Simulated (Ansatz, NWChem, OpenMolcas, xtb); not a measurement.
**Ligand exchange: AgBr + C2H3F3 → AgF + C2H3BrF2**

Species: AgBr, singlet; C2H3F3 (1,1,2-trifluoroethane) `FCC(F)F`, singlet; AgF, singlet; C2H3BrF2 (2-bromo-1,1-difluoroethane) `FC(F)CBr`, singlet. The partners trade Br for F: Ag–Br and C–F bonds give way to Ag–F and C–Br.

Shapes, held fixed at every level: PBE0-D4/def2-TZVP. Flexible molecules stand in one conformer, not always the lowest. Programs: Ansatz 0.2.0, NWChem 7.3.0, OpenMolcas 26.06, xtb 6.7.1. A level may come from different programs for different species; with the same settings they agree closely. Electronic energies: no zero-point or thermal term.

```
               level                    kind  ΔE (kJ/mol)  less CCSD(T)/def2-TZVPP
            GFN2-xTB          semi-empirical       +108.3                    -14.9
         HF/def2-SVP            Hartree–Fock       +173.1                    +49.9
   PBE-D4/def2-TZVPP                     GGA       +113.1                    -10.1
r2SCAN-D4/def2-TZVPP                meta-GGA       +122.3                     -0.9
  PBE0-D4/def2-TZVPP           global hybrid       +128.8                     +5.6
  wB97M-V/def2-TZVPP  range-separated hybrid       +124.0                     +0.8
      MP2/def2-TZVPP     perturbation theory       +120.2                     -3.0
     CCSD/def2-TZVPP   coupled cluster or CI       +127.4                     +4.2
  CCSD(T)/def2-TZVPP   coupled cluster or CI       +123.2                      0.0
```

The highest level, CCSD(T)/def2-TZVPP, gives ΔE = +123.2 kJ/mol; the levels span +108.3 to +173.1. The column of differences is taken from that level and isn't an error. No measured value is set beside it here. For atoms past krypton def2 sets carry core potentials with scalar relativity. Relativity is left out for Br unless named. Correlated rows may include outer-core shells of Ag, Br, which these sets cover unevenly.
